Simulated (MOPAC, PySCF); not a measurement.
CH$_{6}$OSi, SMILES `C[SiH2]O` (C–Si–O–H torsion 70°), neutral singlet in the gas phase. 

Cartesian coordinates (Å):
SMILES: C[SiH2]O
```xyz
9

C      1.1368     0.2444    -0.0457
Si    -0.5319    -0.5212    -0.3631
O     -1.7758     0.4198     0.1799
H      1.2535     1.1875    -0.5861
H      1.9311    -0.4300    -0.3790
H      1.2815     0.4405     1.0193
H     -0.6675    -1.8005     0.3755
H     -0.6756    -0.7783    -1.8259
H     -1.9522     1.2379    -0.2851
```
Charge 0, multiplicity 1.

All levels are single points at this geometry (PBE0-D4/def2-TZVP); Pople sets use spherical d functions. Orbital energies aren't observables, and empty levels follow the basis.

```
level                       HOMO (eV)  LUMO (eV)  gap (eV)  dipole (D)  vertical IE, Delta-SCF (eV)
--------------------------  ---------  ---------  --------  ----------  ---------------------------
PBE0-D4/def2-TZVP in PySCF      -8.41       0.49      8.91        1.71                        10.67
B3LYP/3-21G in PySCF            -7.57       1.33      8.90        1.97                            –
BP86/6-31G* in PySCF            -6.70       0.22      6.92        1.81                            –
PBE/6-31G* in PySCF             -6.57       0.20      6.78        1.80                        10.10
HF/6-31G* in PySCF             -11.86       4.34     16.20        1.89                        10.53
PM3 in MOPAC                   -10.10       0.97     11.07        1.49                            –
```
